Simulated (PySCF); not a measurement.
## TeH⁺ at UHF-MP2

Computed with UHF-MP2; PySCF, scalar-relativistic core potentials, basis sets Te def2-SVPD with ECP28, H def2-SVPD.

| Quantity | Value |
| --- | --- |
| state | ³Σ⁻ (triplet), unpaired electrons π ↑↑ |
| bond length | 1.664 Å |
| harmonic wavenumber | 2163 cm⁻¹ |
| force constant | 2.76 mdyn/Å |
| rotational constant Be | 6.086 cm⁻¹ |
| anharmonicity ωexe | 24.9 cm⁻¹ |
| vibration–rotation constant αe | 0.144 cm⁻¹ |
| well depth De to Te⁺ + H | 2.28 eV |
| dissociation energy D0 | 2.15 eV |

Correlated steps freeze 4 core orbitals. Correlated levels converge slowly with the basis: in double zeta they bind strong bonds too weakly, by up to about 1 eV, and carry superposition errors of some tenths. These are scalar-relativistic numbers at best; spin–orbit coupling would shift them, the dissociation energy most. For an ion De counts to the pair picked by the measured ionisation energies or electron affinities, which need not be the lowest pair at this level. The state is the lowest determinant that a PBE0 search found; another state may lie lower at other levels.
